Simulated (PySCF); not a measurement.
**Working out the ionisation energy of Re²⁺**

Re²⁺ [Xe] 4f14 5d5 (6S) → Re³⁺ [Xe] 4f14 5d4 (5D). Calculation: PySCF 2.14, in cc-pVTZ-PP with ECP60MDF; scalar relativity through the core potential. Frozen: 5s2 5p6. Energies in hartree (1 hartree = 27.21139 eV):

```csv
part,Re²⁺ (lower),Re³⁺ (upper)
UHF,-77.042275,-76.041104
MP2 opposite-spin,0.000000,0.000000
MP2 same-spin,-0.053074,-0.031638
```

Q: What does Hartree-Fock give?

A: (-76.041104) − (-77.042275) = 1.001171 hartree = 27.243 eV.

Q: What do MP2 and SCS-MP2 (6/5 opposite-spin, 1/3 same-spin) give?

A: The opposite-spin parts differ by 0.000 eV and the same-spin parts by 0.583 eV. MP2: 27.243 + (0.000) + (0.583) = 27.826 eV. SCS-MP2: 27.243 + 1.2 × (0.000) + (0.583)/3 = 27.437 eV.

Reference: 27 ± 1.6 eV (theoretical estimate listed by NIST; NIST Atomic Spectra Database, ionization energies), between the lowest levels; spin-orbit coupling is absent from the calculation.

What remains against the reference includes basis incompleteness, the frozen core and correlation beyond second order.
